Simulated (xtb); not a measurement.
F$_{4}$Ge, charge -1, doublet, geometry from GFN2-xTB (a state made from the parent by changing its charge; the spin is typed, not shown lowest); GFN-FF (xtb).

xtb was given this input:
```
$ xtb mol.xyz --gfnff --chrg -1 --uhf 1 --json

# file mol.xyz
5

F      1.43484093    -1.19785115    -0.12485680
Ge    -0.08011673     0.06688401     0.00697159
F      0.96042394     1.93370305    -0.00581249
F     -1.17003793    -0.43524924    -1.76159722
F     -0.94036746    -0.53841247     1.86747864
```

The log (banner, timings and long lists left out):

```
   ID    Z sym.   atoms
    1    9 F      1, 3-5
    2   32 Ge     2

           -------------------------------------------------
          |                Calculation Setup                |
           -------------------------------------------------

molecular fragmentation (1/2 indicates fragments):
11112
# atoms in fragment 1/2:     4     1
 fragment masses (1/2) :      129.62       19.00
CMA distance (Bohr)    :   4.676
constraining FC (au)   :  0.0500

          ==================== Thresholds ====================
          CN  :   150.00000
          rep :   500.00000
          disp:  2500.00000
          HB1 :   250.00000
          HB2 :   450.00000

          Pauling EN used:
          Z : 9  EN :  3.98
          Z :32  EN :  2.01
          electric field strengths (au): 0.000

           -------------------------------------------------
          |           Force Field Initialization            |
           -------------------------------------------------

          distances ...
          ----------------------------------------
          generating topology and atomic info file ...
          pair mat ...
          computing topology distances matrix with Floyd-Warshall algo ...
          making topology EEQ charges ...
          #fragments for EEQ constrain: 1
          ----------------------------------------
          generating topology and atomic info file ...
          pair mat ...
          computing topology distances matrix with Floyd-Warshall algo ...
          making topology EEQ charges ...
          #fragments for EEQ constrain: 1
          rings ...
          # BATM   0
          # H in HB   0

  atom   neighbors  erfCN metchar sp-hybrid imet pi  qest     coordinates
    1  F       1    0.92   0.00         0    0    0  -0.397    2.711456   -2.263611   -0.235945
    2  Ge      4    3.01   0.13         3    0    0   0.586   -0.151399    0.126392    0.013174
    3  F       1    0.77   0.00         0    0    0  -0.397    1.814938    3.654169   -0.010984
    4  F       1    0.77   0.00         0    0    0  -0.397   -2.211051   -0.822502   -3.328936
    5  F       1    0.77   0.00         0    0    0  -0.397   -1.777037   -1.017452    3.529023

          #atoms :   5
          #bonds :   4
          #angl  :   6
          #tors  :   0
          #nmol  :   1
          #optfrag :   1
           -------------------------------------------------
          |                   G F N - F F                   |
          |          A general generic force-field          |
          |                  Version 1.0.3                  |
           -------------------------------------------------
          Number of HB bonds (bound hydrogen)     0
          Number of HB bonds (unbound hydrogen)   0
          Number of XB bonds                      0

         :::::::::::::::::::::::::::::::::::::::::::::::::::::
         ::                     SUMMARY                     ::
         :::::::::::::::::::::::::::::::::::::::::::::::::::::
         :: total energy              -1.420534194865 Eh    ::
         :: gradient norm              0.114672358871 Eh/a0 ::
         ::.................................................::
         :: bond energy               -0.133962138162 Eh    ::
         :: angle energy               0.005354598596 Eh    ::
         :: torsion energy             0.000000000000 Eh    ::
         :: repulsion energy           0.001529859716 Eh    ::
         :: electrostat energy        -1.292160218429 Eh    ::
         :: dispersion energy         -0.001296296586 Eh    ::
         :: HB energy                  0.000000000000 Eh    ::
         :: XB energy                  0.000000000000 Eh    ::
         :: bonded atm energy          0.000000000000 Eh    ::
         :: external energy            0.000000000000 Eh    ::
         :: add. restraining           0.000000000000 Eh    ::
         :: total charge              -1.000000000000 e     ::
         :::::::::::::::::::::::::::::::::::::::::::::::::::::

           -------------------------------------------------
          |                Property Printout                |
           -------------------------------------------------

molecular dipole:
                 x           y           z       tot (Debye)
 q only:       -0.201       0.168       0.017       0.667

           -------------------------------------------------
          | TOTAL ENERGY               -1.420534194865 Eh   |
          | GRADIENT NORM               0.114672358871 Eh/α |
           -------------------------------------------------
########################################################################
[WARNING] Runtime exception occurred
-1- gfnff_setup: Could not read topology file.
########################################################################

normal termination of xtb
```
